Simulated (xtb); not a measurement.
Job for xtb: GFN2-xTB on BrHSSn (SMILES [SH][Sn][Br]), a point of a torsion scan.

```
$ xtb mol.xyz --gfn 2 --opt vtight --chrg 0 --uhf 0 --input xcontrol
4

S     -1.40960211     0.35992650     0.43835769
Sn     0.76666187     1.10322663    -0.26757972
Br     0.72946565     1.72617170    -2.70229739
H     -1.83053760    -0.76223396    -0.28937364
$constrain
  force constant=1.0
  dihedral: 4,1,2,3,60.0
$end
```

Program output:

```
[...]
           -------------------------------------------------
          |                Calculation Setup                |
           -------------------------------------------------



           -------------------------------------------------
          |                 G F N 2 - x T B                 |
           -------------------------------------------------

        Reference                      10.1021/acs.jctc.8b01176
      * Hamiltonian:
        H0-scaling (s, p, d)           1.850000    2.230000    2.230000
        zeta-weighting                 0.500000
      * Dispersion:
        s8                             2.700000
        a1                             0.520000
        a2                             5.000000
        s9                             5.000000
      * Repulsion:
        kExp                           1.500000    1.000000
        rExp                           1.000000
      * Coulomb:
        alpha                          2.000000
        third order                    shell-resolved
        anisotropic                    true
        a3                             3.000000
        a5                             4.000000
        cn-shift                       1.200000
        cn-exp                         4.000000
        max-rad                        5.000000


          ...................................................
          :                      SETUP                      :
          :.................................................:
          :  # basis functions                  31          :
          :  # atomic orbitals                  28          :
          :  # shells                           10          :
          :  # electrons                        18          :
          :  max. iterations                   250          :
          :  Hamiltonian                  GFN2-xTB          :
          :  restarted?                      false          :
          :  GBSA solvation                  false          :
          :  PC potential                    false          :
          :  electronic temp.          300.0000000     K    :
          :  accuracy                    1.0000000          :
          :  -> integral cutoff          0.2500000E+02      :
          :  -> integral neglect         0.1000000E-07      :
          :  -> SCF convergence          0.1000000E-05 Eh   :
          :  -> wf. convergence          0.1000000E-03 e    :
          :  Broyden damping             0.4000000          :
          :  net charge                          0          :
          :  unpaired electrons                  0          :
          ...................................................

 iter      E             dE          RMSdq      gap      omega  full diag
   1     -9.0039523 -0.900395E+01  0.437E+01    0.79       0.0  T
   2     -9.0553369 -0.513846E-01  0.413E+01    4.89       1.0  T
   3     -9.9680423 -0.912705E+00  0.743E+00    3.57       1.0  T
   4     -9.9934144 -0.253721E-01  0.724E+00    3.42       1.0  T
   5    -10.0202228 -0.268084E-01  0.503E+00    3.52       1.0  T
   6    -10.0685050 -0.482822E-01  0.712E+00    2.70       1.0  T
   7    -10.0774192 -0.891419E-02  0.204E+00    3.03       1.0  T
   8    -10.0729019  0.451730E-02  0.233E+00    3.18       1.0  T
   9    -10.0781426 -0.524069E-02  0.338E-01    3.03       1.0  T
  10    -10.0781572 -0.146431E-04  0.380E-01    3.03       1.0  T
  11    -10.0780297  0.127531E-03  0.476E-01    3.07       1.0  T
  12    -10.0780498 -0.200874E-04  0.460E-01    3.06       1.0  T
  13    -10.0782129 -0.163101E-03  0.471E-02    3.03       1.1  T
  14    -10.0782137 -0.768684E-06  0.256E-02    3.03       2.0  T
  15    -10.0782140 -0.297797E-06  0.251E-03    3.03      19.9  T
  16    -10.0782140 -0.137996E-08  0.107E-03    3.03      46.7  T
  17    -10.0782140  0.191937E-09  0.233E-03    3.03      21.5  T
  18    -10.0782140 -0.826107E-09  0.372E-04    3.03     134.3  T
  19    -10.0782140 -0.482316E-10  0.496E-04    3.03     100.8  T

   *** convergence criteria satisfied after 19 iterations ***

         #    Occupation            Energy/Eh            Energy/eV
      -------------------------------------------------------------
         1        2.0000           -0.8645767             -23.5263
       ...           ...                  ...                  ...
         3        2.0000           -0.7031011             -19.1324
         4        2.0000           -0.4919280             -13.3860
         5        2.0000           -0.4428030             -12.0493
         6        2.0000           -0.4297097             -11.6930
         7        2.0000           -0.4269345             -11.6175
         8        2.0000           -0.4004503             -10.8968
         9        2.0000           -0.3909600             -10.6386 (HOMO)
        10                         -0.2796334              -7.6092 (LUMO)
        11                         -0.2077507              -5.6532
        12                    
[...]
  2.0000           -0.8671831             -23.5973
       ...           ...                  ...                  ...
         3        2.0000           -0.7024211             -19.1138
         4        2.0000           -0.4921917             -13.3932
         5        2.0000           -0.4429608             -12.0536
         6        2.0000           -0.4300911             -11.7034
         7        2.0000           -0.4265616             -11.6073
         8        2.0000           -0.4034130             -10.9774
         9        2.0000           -0.3869360             -10.5291 (HOMO)
        10                         -0.2818342              -7.6691 (LUMO)
        11                         -0.2089482              -5.6858
        12                         -0.1987835              -5.4092
        13                         -0.1602218              -4.3599
        14                         -0.1304838              -3.5506
       ...                                ...                  ...
        28                          0.7571639              20.6035
      -------------------------------------------------------------
                  HL-Gap            0.1051018 Eh            2.8600 eV
             Fermi-level           -0.3343851 Eh           -9.0991 eV

 SCC (total)                   0 d,  0 h,  0 min,  0.005 sec
 SCC setup                      ...        0 min,  0.000 sec (  2.765%)
 Dispersion                     ...        0 min,  0.000 sec (  0.383%)
 classical contributions        ...        0 min,  0.000 sec (  0.233%)
 integral evaluation            ...        0 min,  0.001 sec ( 26.096%)
 iterations                     ...        0 min,  0.001 sec ( 28.053%)
 molecular gradient             ...        0 min,  0.002 sec ( 40.352%)
 printout                       ...        0 min,  0.000 sec (  1.694%)

         :::::::::::::::::::::::::::::::::::::::::::::::::::::
         ::                     SUMMARY                     ::
         :::::::::::::::::::::::::::::::::::::::::::::::::::::
         :: total energy             -10.074250014727 Eh    ::
         :: gradient norm              0.000048919573 Eh/a0 ::
         :: HOMO-LUMO gap              2.859964473046 eV    ::
         ::.................................................::
         :: SCC energy               -10.087351788275 Eh    ::
         :: -> isotropic ES           -0.003961836463 Eh    ::
         :: -> anisotropic ES          0.003268514944 Eh    ::
         :: -> anisotropic XC         -0.009856090261 Eh    ::
         :: -> dispersion             -0.003368087698 Eh    ::
         :: repulsion energy           0.013083176559 Eh    ::
         :: add. restraining           0.000018596989 Eh    ::
         :: total charge               0.000000000000 e     ::
         :::::::::::::::::::::::::::::::::::::::::::::::::::::

           -------------------------------------------------
          |                Property Printout                |
           -------------------------------------------------

    * Orbital Energies and Occupations

         #    Occupation            Energy/Eh            Energy/eV
      -------------------------------------------------------------
         1        2.0000           -0.8671831             -23.5973
         2        2.0000           -0.8207241             -22.3330
         3        2.0000           -0.7024211             -19.1138
         4        2.0000           -0.4921917             -13.3932
         5        2.0000           -0.4429608             -12.0536
         6        2.0000           -0.4300911             -11.7034
         7        2.0000           -0.4265616             -11.6073
         8        2.0000           -0.4034130             -10.9774
         9        2.0000           -0.3869360             -10.5291 (HOMO)
        10                         -0.2818342              -7.6691 (LUMO)
        11                         -0.2089482              -5.6858
        12                         -0.1987835              -5.4092
        13                         -0.1602218              -4.3599
        14                         -0.1304838              -3.5506
        15                         -0.1093560              -2.9757
        16                         -0.0790424              -2.1509
        17                         -0.0224531              -0.6110
        18                         -0.0029987              -0.0816
        19                          0.0041059               0.1117
        20                          0.0130715               0.3557
       ...                                ...                  ...
        28                          0.7571639              20.6035
      -------------------------------------------------------------
                  HL-Gap            0.1051018 Eh            2.8600 eV
             Fermi-level           -0.3343851 Eh           -9.0991 eV

     #   Z          covCN         q      C6AA      α(0)
     1  16 S        1.794    -0.415   159.444    21.253
     2  50 Sn       1.699     0.457   440.637    45.126
     3  35 Br       0.829    -0.227   191.113    22.289
     4   1 H        0.923     0.186     1.172     1.693

 Mol. C6AA /au·bohr⁶  :       2324.422249
 Mol. C8AA /au·bohr⁸  :     188695.453545
 Mol. α(0) /au        :         90.361504


Wiberg/Mayer (AO) data.
largest (>0.10) Wiberg bond orders for each atom

 ---------------------------------------------------------------------------
     #   Z sym  total        # sym  WBO       # sym  WBO       # sym  WBO
 ---------------------------------------------------------------------------
Note: The following floating-point exceptions are signalling: IEEE_DENORMAL
normal termination of xtb
     1  16 S    2.091 --     2 Sn   1.152     4 H    0.903
     2  50 Sn   2.496 --     3 Br   1.282     1 S    1.152
     3  35 Br   1.319 --     2 Sn   1.282
     4   1 H    0.965 --     1 S    0.903
 ---------------------------------------------------------------------------

Topologies differ in total number of bonds
Writing topology from bond orders to xtbtopo.mol

molecular dipole:
                 x           y           z       tot (Debye)
 q only:        1.107      -0.301       0.488
   full:        1.962      -0.456       1.990       7.197
molecular quadrupole (traceless):
                xx          xy          yy          xz          yz          zz
 q only:        2.406       3.501       2.999       3.267       4.465      -5.405
  q+dip:        9.041       5.586       6.527       6.845      12.096     -15.568
   full:        7.583       4.563      10.291       6.691      14.518     -17.875

           -------------------------------------------------
          |                Geometry Summary                 |
           -------------------------------------------------

      molecular mass/u    :      231.6863685
   center of mass at/Å    :        0.3836666       1.1373332      -0.9534754
  moments of inertia/u·Å² :        0.1299786E+03   0.4089681E+03   0.5364446E+03
rotational constants/cm⁻¹ :        0.1296954E+00   0.4121992E-01   0.3142474E-01

 * 1 selected distances

     #   Z          #   Z                                           value/Å
     1  16 S        4   1 H                                       1.3270197 (max)

 * 1 distinct bonds (by element types)

   Z      Z             #   av. dist./Å        max./Å        min./Å
   1 H   16 S           1     1.3270197     1.3270197     1.3270197


optimized geometry written to: xtbopt.xyz


           -------------------------------------------------
          | TOTAL ENERGY              -10.074250014727 Eh   |
          | GRADIENT NORM               0.000048919573 Eh/α |
          | HOMO-LUMO GAP               2.859964473046 eV   |
           -------------------------------------------------

------------------------------------------------------------------------
------------------------------------------------------------------------
 total:
 SCF:
 ANC optimizer:
```

The run finished.

Warnings raised: the energy holds the restraint's term.

Cost: very roughly 0.15 core-seconds.
